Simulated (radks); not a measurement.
Problem. Radial electron density D(r) = 4 pi r^2 rho(r) of an atom or ion with 60 electrons. Method: Dirac Kohn-Sham, BLYP, spin-unpolarised, spherical densities, finite nucleus; Fermi nuclear charge, rms radius of each element as measured or else 0.836 A^(1/3) + 0.57 fm; computed with a radial shooting solver on a logarithmic mesh with Libxc functionals.

r (bohr)   D(r) (e/bohr)
0.0008246          2.479
0.00096            3.203
0.001127           4.181
0.001312           5.367
0.001539           6.953
0.001792           8.852
0.002103           11.35
0.002448           14.29
0.00285            17.86
0.003344           22.39
0.003893           27.49
0.004568           33.72
0.005318           40.40
0.006241           48.10
0.007266           55.78
0.008459           63.43
0.009926           70.86
0.01156            76.71
0.01356            80.90
0.01579            82.53
0.01853            81.68
0.02157            78.93
0.02511            75.44
0.02946            72.82
0.0343             73.24
0.04025            78.06
0.04686            86.50
0.05499            96.95
0.06402            104.5
0.07453            106.1
0.08746            100.1
0.1018             89.83
0.1195             80.89
0.1391             79.62
0.1632             85.94
0.19               92.39
0.2212             90.41
0.2596             75.54
0.3022             55.41
0.3547             39.76
0.4129             36.35
0.4845             40.66
0.5641             43.09
0.6567             38.68
0.7706             28.75
0.8971             19.51
1.053              13.30
1.226              10.36
1.438              8.355
1.674              6.312
1.949              4.175
2.287              2.391
2.663              1.404
3.125             0.9454
3.638             0.7493
4.269             0.5693
4.97              0.3773
5.786             0.2053
6.79             0.08484
7.904            0.02832
9.276           0.006610
10.8            0.001203
12.67          0.0001356

What is the nuclear charge?

Solution. Z = 61. The innermost maximum, from 1s, lies near gamma/Z bohr with gamma = sqrt(1 - (Z/c)^2) = 0.895, here 0.0147 bohr (found: 0.0162), and its height grows with Z. The density is that of the promethium ion Pm+ in [Kr] 4d10 4f5 5s1 5p6 6s1 6p1; the configuration itself is not fixed sharply by these data, and Z only to a few units. D(r) has 4 maxima, at r = 0.0162, 0.0716, 0.201, 0.555 bohr, and minima at 0.0314, 0.132, 0.400 bohr, inside which lie 2.02, 11.16, 29.15 electrons.
